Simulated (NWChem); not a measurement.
System: C2H3FN2Si; SMILES N1=CC=N[SiH]1F

```xyz
9

F     -0.5502    -1.9688     0.0000
Si     0.4258    -0.6964     0.0000
N      0.0677     0.4095     1.3528
C     -0.2351     1.5053     0.7681
C     -0.2351     1.5053    -0.7681
N      0.0677     0.4095    -1.3528
H      1.8264    -1.1625     0.0000
H     -0.4817     2.4176     1.3224
H     -0.4817     2.4176    -1.3224
```
Atoms are numbered in this order, from 1.

Computed with NWChem. Coordinates come from a B3LYP/6-31G* (spherical d) optimisation. Total energies of different functionals are on different scales.

| level | energy (Ha) | highest occupied level (eV) | orbital gap (eV) | dipole (D) |
|---|---|---|---|---|
| PBE/def2-TZVP | -576.5755 | -6.60 | 2.77 | 2.35 |
| B3LYP/def2-TZVP | -577.0637 | -7.83 | 4.79 | 2.53 |
| Hartree-Fock/def2-TZVP | -574.9508 | -11.66 | 12.76 | 3.01 |
| TPSSh/def2-TZVP | -577.0635 | ? | ? | ? |
| BLYP/def2-TZVP | -576.9819 | -6.49 | 2.83 | 2.35 |

**Question.** Complete the blanks.

**Answer.** 
- TPSSh/def2-TZVP, highest occupied level (eV): -7.26
- TPSSh/def2-TZVP, orbital gap (eV): 3.99
- TPSSh/def2-TZVP, dipole (D): 2.46
